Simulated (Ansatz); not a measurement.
`C[CH](C)[In]([F])[F]`. The species carries charge 0 and has multiplicity 1. In takes the def2 core potential.

Cartesian coordinates in Å:
```
C 0.1973 1.0580 1.0693
C 0.3702 -0.1811 0.2047
C -0.6368 -1.2737 0.5277
In 0.3274 0.3236 -1.8933
F -0.2437 -0.8241 -3.3619
F 0.8546 2.0213 -2.6937
H 0.3018 0.7857 2.1261
H -0.7938 1.5033 0.9501
H 0.9374 1.8298 0.8504
H 1.3838 -0.5736 0.3354
H -1.6659 -0.9357 0.3821
H -0.5397 -1.5629 1.5807
H -0.4927 -2.1705 -0.0777
```

(1) List the harmonic frequencies (cm⁻¹, unscaled) at PBE0-D4/def2-TZVP in Ansatz. (Best estimate.)

Results:

(1) Ansatz gave: 14, 48, 96, 148, 228, 228, 243, 260, 379, 478, 580, 591, 898, 928, 981, 1009, 1131, 1178, 1221, 1334, 1402, 1420, 1476, 1486, 1493, 1497, 3030, 3030, 3057, 3099, 3100, 3129, 3130.
